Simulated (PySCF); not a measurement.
Structure with atom numbers: `[CH2:1]=[CH:2][c:3]1[n:4][n:5][c:6]([CH:7]2[CH2:8][CH2:9]2)[o:10]1`. Each H is labelled by its parent atom. Ha(C1) is cis to C3; Ha(C8), Ha(C9) are cis to C6 on the ring; Hb(C1) is trans to C3; Hb(C8), Hb(C9) are trans to C6 on the ring.

PySCF 2.14 calculation with NMR shieldings at PBE0/pcSseg-1/GIAO and geometry from GFN2-xTB; single conformer, no solvent model, one averaged value for each set of equivalent atoms, relativity neglected.

Scale: 13C (σref 186.93) vs TMS (reference shieldings calculated alike).

Task: Do the 13C shifts follow the atomic charges (in e)? Tabulate both.

Result: 
```tsv
atoms	hybridisation	δ (ppm)	σ para (ppm)	Hirshfeld	IAO	Mulliken	ESP-fitted
C6	sp2	176.8	-246	+0.13	+0.29	+0.43	+0.76
C3	sp2	170.6	-242	+0.11	+0.27	+0.37	+0.88
C1	sp2	130.0	-195	-0.07	-0.27	-0.08	-0.21
C2	sp2	126.8	-193	-0.05	-0.17	-0.22	-0.55
C8/C9	sp3	14.3	-81	-0.08	-0.28	-0.16	-0.23
C7	sp3	9.8	-68	-0.05	-0.17	-0.29	-0.46
```

Correlation coefficients of δ with charge over these carbons: Hirshfeld +0.70, IAO +0.70, Mulliken +0.78, ESP-fitted +0.68; with the paramagnetic shielding -1.00. Among the 4 sp2 carbons alone: Hirshfeld +0.99, IAO +0.98, Mulliken +0.99, ESP-fitted +0.98. With so few points, grouped by hybridisation, these coefficients are fragile. Charge is one influence among several: hybridisation and low-lying excitations act through the paramagnetic term.

Shifts are as computed. Against solution values, carbons near 30 ppm lie about +3 ppm off and those near 130 ppm about +5 ppm. Of 1211 compounds with measured shifts, 218 miss one by over three times the rms of a fit or turn the order of signals round; such compounds aren't used in these exercises.
